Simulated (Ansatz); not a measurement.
Job for Ansatz (an electronic-structure program): U-CCSD(T)/cc-pVDZ on BeH2Se (SMILES [BeH][SeH]), a point of a bond scan (R = 1.991 Å). The run froze 15 orbitals, filled d shells among them.

Ansatz 0.2 input:
```yaml
crystal:
  periodic: [false, false, false]
  atoms:
    - {symbol: Be, position_ang: [-0.68973544, -0.76066788, -1.41803736]}
    - {symbol: H, position_ang: [-1.20927000, -1.34114003, -2.49064135]}
    - {symbol: Se, position_ang: [0.09181580, 0.16025393, 0.22400564]}
    - {symbol: H, position_ang: [1.11060490, -1.49359847, 0.65950681]}
basis:
  gaussian:
    orbitals: cc-pVDZ
correlation: {method: ccsd_t, electrons: outside_noble_gas}
scf: {omitted_lower_state_checks: [cluster_reference]}
magnetization: {spin_polarized: true, initial_magnetization: 0}
```

Output:

```
WARN ansatz: RAYON_NUM_THREADS=1 ignored (pool sized by the plan → 1); use --threads N
Functional definition: HF
these checks for a lower state are left out or cut short: cluster_reference
integrals: 0.03 GiB planned
543 factors; integrals over basis functions are off by at most 1.2e-3 eV
mean field: 0.16 GiB planned
mean field evaluation 1: about -65730.2778 eV, gradient 9.1e0 eV
mean field evaluation 2: about -65730.3332 eV, gradient 9.3e0 eV
mean field evaluation 4: about -65731.3877 eV, gradient 1.1e0 eV
mean field evaluation 8: about -65731.4077 eV, gradient 1.0e-3 eV
mean field evaluation 16: about -65731.4555 eV, gradient 4.1e-2 eV
mean field -65731.45558419 eV, -2415.5864383382 hartree, gradient 3.4e-6 eV, S^2 0.231216; 3 other end points of the search recorded, 0 dependent functions left out
15 core orbitals not correlated
reference -65731.45558419 eV, -2415.5864383382 hartree; 5, 5 occupied and 31, 31 virtual orbitals, 543 factors
second order -4.18255096 eV of doubles, -0.00000000 eV of singles
coupled cluster: 0.09 GiB planned
cycle   1  -4.74084133 eV  change   -5.6e-1 eV  update   8.1e-2
cycle   2  -5.04554374 eV  change   -3.0e-1 eV  update   4.9e-2
cycle   3  -5.17900828 eV  change   -1.3e-1 eV  update   3.4e-2
cycle   4  -5.24306584 eV  change   -6.4e-2 eV  update   2.0e-2
cycle   5  -5.25097538 eV  change   -7.9e-3 eV  update   6.6e-3
cycle   6  -5.25716326 eV  change   -6.2e-3 eV  update   1.7e-3
cycle   7  -5.25680688 eV  change    3.6e-4 eV  update   5.5e-4
cycle   8  -5.25664400 eV  change    1.6e-4 eV  update   2.3e-4
cycle   9  -5.25674183 eV  change   -9.8e-5 eV  update   1.0e-4
cycle  10  -5.25675888 eV  change   -1.7e-5 eV  update   4.9e-5
cycle  11  -5.25677761 eV  change   -1.9e-5 eV  update   2.4e-5
cycle  12  -5.25676388 eV  change    1.4e-5 eV  update   9.6e-6
cycle  13  -5.25675853 eV  change    5.3e-6 eV  update   3.2e-6
coupled cluster: 0.09 GiB planned
perturbative correction -0.16432802 eV, -0.0060389435 hartree
Total energy: -65736.87667075 eV, -2415.7856595947 hartree
Checks for a lower state left out: cluster_reference
```

The run converged. Its determinant has ⟨S²⟩ = 0.23, a mixture of spin states.

Cost: very roughly 1.6 core-seconds.
